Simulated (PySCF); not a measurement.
H₂Si₂, SMILES [Si]=[SiH2] (connectivity only; charge and spin as stated), neutral, multiplicity 1. Coordinates come from a r2SCAN-D4/def2-TZVP optimisation. The isomer is the one that the SMILES or the coordinates give; other isomers of the formula were not compared.

PySCF with TDA-PBE/def2-TZVPD puts the lowest singlet excitations at 0.84, 2.40, 4.03, 4.22, 4.77, 4.98 eV.

### Question
What are the lowest excitation roots from ADC(2)/aug-cc-pVDZ run with PySCF 2.14.0? (The exact figures need the calculation; the answer reports its results.)

### Answer
0.92, 2.48, 4.10, 4.52, 5.01, 5.27 eV. S1 differs by 0.08 eV (second minus first; roots are paired by order, and the bases may differ).
